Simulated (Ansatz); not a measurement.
A structure relaxed at PBE0-D4/def2-TZVP in Ansatz, charge 1, doublet:

Cartesian coordinates in Å:
```
Na -1.5116 -1.5779 -0.7113
Na 1.5107 1.5787 0.7110
Cl 0.7256 -0.9518 0.5664
Cl -0.7247 0.9509 -0.5660
```

Task: Give its formula and point group.

Result: Na2Cl2⁺ (the lowest doublet isomer of a short search). Point group D2h (tolerance 0.1 Å).

Task: Summarise the bond lengths by kind (pairs closer than 1.2 times the sum of covalent radii, bridged metal pairs left out).

Result: 4 × Cl–Na 2.65 Å.

In the doublet, Cl3 and Cl4 lie 2.65 Å apart (atoms count from 1), so these atoms are partly bonded to each other. The relaxation made no stability test and no search for a lower SCF solution. The structure comes from a short search, and lower isomers may exist.
